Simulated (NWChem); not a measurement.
# SiAsH4F; SMILES F[SiH2][AsH2]

```xyz
7

Si     0.5444    -1.1860     0.0087
F     -0.7659    -2.1380     0.0187
As    -0.1348     1.0954     0.0361
H      1.3582    -1.5478    -1.1817
H      1.3283    -1.4464     1.2456
H      1.3343     1.5353    -0.0578
H     -0.3001     1.1557    -1.4872
```
Atoms are numbered in this order, from 1.

The geometry was optimised at B3LYP/6-31G* (spherical d).

Q: List the 4 lowest vertical singlet excitations from B3LYP/aug-cc-pVDZ, full TDDFT (NWChem).

A: 
| state | energy (eV) | oscillator strength | leading excitation (squared amplitude) |
|---|---|---|---|
| S1 | 5.92 | 0.010 | HOMO → LUMO (0.78) |
| S2 | 6.05 | 0.040 | HOMO → LUMO+1 (0.84) |
| S3 | 6.36 | 0.025 | HOMO → LUMO+3 (0.65) |
| S4 | 6.51 | 0.263 | HOMO → LUMO+2 (0.49) |
